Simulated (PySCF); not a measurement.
CH3FSi2 (calculated)

Computed with PySCF 2.14.0. Calculation on a computer-drawn molecule: the log of a Hartree-Fock and frozen-core CCSD(T) single point meant for a local Hartree-Fock minimum, with one planted fault or none, to be diagnosed. Offsets are logged minus clean, where the clean run is the same molecule without the fault. The reference is restricted for singlets and unrestricted otherwise, and also for a bond in bohr or an excited solution. Adding or removing an electron swaps singlet and doublet. The excited solution moves the top pair (singlet) or top alpha electron (doublet) to the lowest empty orbital. Highest occupied and lowest empty are orbital energies over both spins, largest force is the largest gradient component, triples share is (T) over the correlation energy, the T1 limit is 0.02 restricted and 0.045 unrestricted, electrons count all cores, a negative frequency is imaginary (commonest isotopes), and the dipole is about the centre of nuclear charge.

```yaml
- formula: CH3FSi2
  logged_structure:
    atoms_angstrom:
      - [F, -1.4085, -0.0442, -2.0849]
      - [Si, -0.4836, 1.0498, -1.3862]
      - [C, 1.1968, 0.9344, -1.2014]
      - [Si, 2.2533, -0.4701, -1.771]
      - [H, -1.3841, 2.125, -0.9627]
      - [H, 1.6634, 1.7794, -0.6977]
      - [H, 1.1329, -1.3091, -2.3669]
  given:
    meant_charge: 0
    meant_multiplicity: 1
    meant_basis: "cc-pV(D+d)Z"
    logged_electrons: 47
    logged_basis_functions: 89
    logged_SCF_converged: "yes"
    logged_spin_squared: 0.984
    "logged_highest_occupied [eV]": -0.74407
    "logged_lowest_empty [eV]": 7.2161
    "logged_largest_force [hartree/bohr]": 0.021435
    logged_T1_diagnostic: 0.031123
    logged_D1_diagnostic: 0.14861
    logged_triples_share: 0.030704
    logged_CC_converged: "yes"
    "logged_dipole_magnitude [debye]": 6.4446
    logged_SCF_stable_within_its_kind: "yes"
    "logged_energy_HF [hartree]": -716.88479
    "logged_energy_CCSD(T) [hartree]": -717.44532
    possible_faults: "no fault, one electron removed, one electron added, multiplicity raised by two, geometry at a saddle point, SCF held on an excited solution, minimal basis STO-3G, one bond length entered in bohr, all coordinates scaled"
    drawn_bonds_atom: [1, 2, 3, 2, 3, 4]
    drawn_bonds_other_atom: [2, 3, 4, 5, 6, 7]
    drawn_bonds_order: [1, 2, 1, 1, 1, 1]
  results:
    planted_fault: "one electron added"
    "HF_energy_offset_from_clean_run [kcal/mol]": 1.009
    "CCSD(T)_energy_offset_from_clean_run [kcal/mol]": -4.559
```
